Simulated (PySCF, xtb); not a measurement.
BiF2Br, SMILES [Br][Bi]([F])[F].

Harmonic wavenumbers (cm⁻¹) from GFN2-xTB in xtb at its own minimum, in rising order: 112, 121, 141, 247, 406, 412.

Question: What does PBE-D3(BJ)/def2-SVP run with PySCF give at its own minimum? (Estimate from the structure and the level; the computed values follow.)

Answer: 108, 123, 164, 223, 564, 570. Paired by order, the mean absolute difference is 62 cm⁻¹ and the zero-point energies are 2.1 and 2.5 kcal/mol.
